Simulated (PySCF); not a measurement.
# Mass spectrum arithmetic for Fe(NH2)2

Species: Fe(NH2)2 (`[NH2][Fe][NH2]`) [quintet].

All values are calculated from tables of isotopes.

Q: Find the molar and monoisotopic masses of FeH4N2.

A: For FeH4N2, with standard atomic weights, 1 × 55.845 + 2 × 14.007 + 4 × 1.008 = 87.891 g/mol. From the most abundant isotopes (56Fe, 14N, 1H), 1 × 55.934937 + 2 × 14.003074 + 4 × 1.007825 = 87.9724 u.

Q: Work out the cluster of the singly charged cation M+, one line a nominal mass.

A: 
```csv
nominal mass,m/z (centroid),relative intensity
86,85.9765,6.4
88,87.9718,100.0
89,88.9716,3.1
90,89.9701,0.3
```

Lines under 0.1 % of the tallest are left out. One electron mass, 0.00055 u, is taken off. Abundances used (%; other tables differ somewhat): 54Fe 5.845, 56Fe 91.754, 57Fe 2.119, 58Fe 0.282; 14N 99.632, 15N 0.368; 1H 99.9885, 2H 0.0115.

Q: What is the composition by mass?

A: Fe 63.54 %, N 31.87 %, H 4.59 %.

Q: What share of all molecules is the monoisotopic species?

A: 0.91754 × 0.99632^2 × 0.999885^4 = 91.04 %.

Q: List the species in which a single atom is changed from its most abundant isotope.

A: Intensity in % of the monoisotopic species:

```csv
isotope,mass shift (u),m/z,intensity (%)
54Fe,-1.99533,85.9765,6.37
15N,+0.99703,88.9689,0.74
57Fe,+1.00046,88.9723,2.31
2H,+1.00628,88.9781,0.05
58Fe,+1.99834,89.9702,0.31
```

Species under 0.02 % are left out.

Q: Count the protons, neutrons and electrons of the monoisotopic species, and give its exact less its nominal mass.

A: 44 protons, 44 neutrons and 44 electrons; 87.9724 − 88 = -0.0276 u.

Q: What resolving power m/Δm just matches the spacing of the species with one 15N and with one 57Fe?

A: They lie 0.00342 u apart at mass 88.97, so m/Δm is about 26000.
